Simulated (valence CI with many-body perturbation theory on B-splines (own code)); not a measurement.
Hyperfine factors and g values of Tb XVII

Calculated by configuration interaction combined with many-body perturbation theory (CI+MBPT): three valence electrons over a frozen Dirac-Fock core [Kr] 4d10, radial functions for each j: 8 s, 8 p, 9 d, 9 f, 6 g, 3 h, 2 i, with the one-electron correlation potential Σ1, the two-electron term Σ2, the three-electron term Σ3, Breit, model QED; selected CI, second order for the rest (own B-spline code, finite nucleus).

No measured levels were compared; by estimate terms of the open shell hold to a few per cent of their energy, and close levels can change places. Core correlation moves these levels by up to 38000 cm⁻¹, and in measured spectra 5 to 20 % of such shifts remained as error; rates that hang on mixing are uncertain with them.

A/g_I is the dipole constant over the nuclear g factor μ/I (μ in nuclear magnetons, uniformly magnetised nucleus), B/Q the quadrupole constant per barn. Both hold the static response of the core; the bare values leave it out. Large factors of s and p1/2 electrons are usually good to 5 to 10 %; those of open d and f shells near neutrality can be off by tens of per cent, and small factors of p3/2, d and f electrons come from cancelling terms and can be off by a factor of two or in sign, in half-filled shells by more. B is blank for J = 1/2, where it vanishes, and for nearly pure S terms. Energies count from the lowest level.

Names give the largest LS component (configuration and term), which can be under half, so a name can repeat, a term be missing and a line seem to break the LS rules; names also repeat where a configuration has a term twice. Letters in brackets count levels of one name in rising energy.

| Level | E (cm⁻¹) | g | A/g_I (MHz) | A/g_I bare | B/Q (MHz/b) | B/Q bare |
| --- | --- | --- | --- | --- | --- | --- |
| 4f³ ⁴I°_9/2 | 0.0 | 0.738 | 1940 | 1740 | 759 | 645 |
| 4f³ ⁴I°_11/2 | 5897 | 0.966 | 1320 | 1360 | 813 | 672 |
| 4f³ ⁴I°_13/2 | 11757 | 1.104 | 959 | 1150 | 931 | 754 |
| 4f³ ⁴I°_15/2 | 17498 | 1.194 | 739 | 1030 | 1100 | 880 |
| 4f³ ⁴F°_3/2 | 23092 | 0.472 | 2460 | 1930 | -514 | -427 |
| 4f³ ²H°_9/2 [a] | 24718 | 0.997 | 1340 | 1440 | -784 | -659 |
| 4f³ ⁴F°_5/2 | 26674 | 1.033 | 1080 | 1180 | -455 | -384 |
| 4f³ ⁴F°_7/2 | 29097 | 1.167 | 814 | 1070 | -1130 | -958 |
| 4f³ ⁴S°_3/2 | 29102 | 1.879 | -925 | 127 | -126 | -115 |
| 4f³ ⁴F°_9/2 | 32942 | 1.219 | 679 | 996 | -855 | -723 |
| 4f³ ²H°_11/2 [a] | 34516 | 1.101 | 912 | 1080 | -213 | -199 |
| 4f³ ⁴G°_5/2 | 35085 | 0.580 | 2230 | 1840 | -223 | -174 |
| 4f³ ²G°_7/2 [a] | 35870 | 0.979 | 1260 | 1310 | 94.3 | 91.4 |
| 4f³ ²K°_13/2 | 39074 | 0.936 | 1370 | 1370 | 2780 | 2320 |
| 4f³ ⁴G°_7/2 | 40846 | 0.963 | 1210 | 1210 | -950 | -798 |
| 4f³ ⁴G°_9/2 | 42609 | 1.150 | 835 | 1070 | 288 | 240 |
| 4f³ ²D°_3/2 [a] | 43333 | 1.076 | 850 | 961 | -264 | -215 |
| 4f³ ²K°_15/2 | 44600 | 1.056 | 1060 | 1200 | 3090 | 2560 |
| 4f³ ²G°_9/2 [a] | 47195 | 1.135 | 789 | 987 | -1080 | -896 |
| 4f³ ²P°_1/2 | 47768 | 0.581 | 3270 | 3140 |  |  |
| 4f³ ⁴G°_11/2 | 47834 | 1.245 | 630 | 981 | -20.2 | -34.7 |
| 4f³ ²D°_5/2 [a] | 49951 | 1.190 | 738 | 1020 | -1340 | -1120 |
| 4f³ ²P°_3/2 | 57123 | 1.105 | 797 | 945 | -21.9 | -5.84 |
| 4f³ ⁴D°_5/2 | 57416 | 1.294 | 630 | 1070 | 876 | 732 |
| 4f³ ⁴D°_3/2 | 57577 | 1.081 | 1240 | 1460 | -113 | -88.9 |
| 4f³ ²I°_11/2 | 58333 | 0.962 | 1240 | 1260 | 1930 | 1590 |
| 4f³ ⁴D°_1/2 | 60337 | 0.079 | 4090 | 3300 |  |  |
| 4f³ ²L°_15/2 | 61051 | 0.954 | 1240 | 1250 | 4520 | 3770 |
| 4f³ ²I°_13/2 | 62747 | 1.073 | 1040 | 1200 | 1800 | 1500 |
| 4f³ ²L°_17/2 | 64588 | 1.057 | 1050 | 1180 | 4970 | 4130 |
| 4f³ ⁴D°_7/2 | 64662 | 1.419 | 69.7 | 577 | 2420 | 2000 |
| 4f³ ²H°_9/2 [b] | 66707 | 0.916 | 1320 | 1280 | 1080 | 901 |
| 4f³ ²D°_3/2 [b] | 70286 | 0.912 | 1290 | 1220 | 158 | 123 |
| 4f³ ²H°_11/2 [b] | 71568 | 1.060 | 989 | 1110 | 825 | 691 |
| 4f³ ²D°_5/2 [b] | 71870 | 1.128 | 1000 | 1250 | 366 | 294 |
| 4f³ ²F°_5/2 [a] | 80936 | 0.993 | 1200 | 1250 | 1720 | 1440 |
| 4f³ ²F°_7/2 [a] | 83404 | 1.145 | 839 | 1070 | 675 | 556 |
| 4f³ ²G°_9/2 [b] | 96646 | 1.106 | 969 | 1170 | 1670 | 1400 |
| 4f³ ²G°_7/2 [b] | 99184 | 0.894 | 1310 | 1230 | 2170 | 1810 |
| 4f²5s ⁴H_7/2 | 123470 | 0.675 | -17700 | -16600 | 1980 | 1690 |

Question: Take the isotope of mass number 157, with I = 3/2, μ = 2.03 μN and Q = 1.4 b. What is the hyperfine structure of 4f³ ⁴I°_9/2?

Answer: From the table A = 2620 MHz, B = 1060 MHz. Shifts from the centre of gravity in MHz: F = 3: -21100, F = 4: -11400, F = 5: 1520, F = 6: 18000.
